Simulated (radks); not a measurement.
The numbers below are computed, except where a source is named.
Gd46+, 18 electrons, occupied as [Ar]. Level of theory: scalar-relativistic Kohn-Sham, PBE, spin-unpolarised, spherical densities, point nucleus (a radial shooting solver on a logarithmic mesh with Libxc functionals).

Normalised radial functions P(r) = r R(r), r in bohr:

```
   r/bohr * 3d (the largest magnitude, 2.36, reaches the edge; | marks zero)
 0.002015 *
 0.002272 *
 0.002562 *
 0.002865 *
  0.00323 *
 0.003642 *
 0.004107 *
 0.004593 *
 0.005179 *
 0.005839 *
 0.006584 *
 0.007364 *
 0.008303 *
 0.009362 *
  0.01056 *
   0.0119 *
  0.01331 |*
  0.01501 |*
  0.01692 |*
  0.01908 | *
  0.02134 | *
  0.02406 |  *
  0.02713 |   *
  0.03059 |    *
  0.03421 |     *
  0.03858 |       *
  0.04349 |         *
  0.04904 |            *
  0.05485 |               *
  0.06185 |                   *
  0.06973 |                        *
  0.07862 |                             *
  0.08794 |                                  *
  0.09915 |                                        *
   0.1118 |                                             *
    0.126 |                                                 *
   0.1421 |                                                     *
    0.159 |                                                      *
   0.1792 |                                                      *
   0.2021 |                                                   *
   0.2278 |                                              *
   0.2548 |                                        *
   0.2873 |                                *
    0.324 |                        *
   0.3653 |                 *
   0.4086 |           *
   0.4606 |      *
   0.5194 |   *
   0.5856 | *
    0.655 |*
   0.7385 *
   0.8327 *
   0.9388 *
     1.05 *
    1.184 *
    1.335 *
```

3d (empty): eigenvalue -3698.6 eV, 0 radial nodes, <r> = 0.196 bohr, 90 % of the charge inside 0.298 bohr.
